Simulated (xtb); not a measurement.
CH₅O₃Sb, SMILES [OH][Sb]([O]C)[OH]. All values are semi-empirical tight-binding results from xtb (GFN2-xTB unless named), good for trends rather than for accurate numbers. Geometry: GFN2-xTB. The structure was generated by enumeration; whether it is a known compound was not checked. One conformer was computed; it need not be the lowest.

For metal compounds this method's bond lengths and energies can be far off.

Computed properties:
* **orbital gap**: 5.35 eV
* **zero-point energy**: 40.6 kcal/mol
* **G − E(el) at 298.15 K (modified RRHO)**: 19.6 kcal/mol
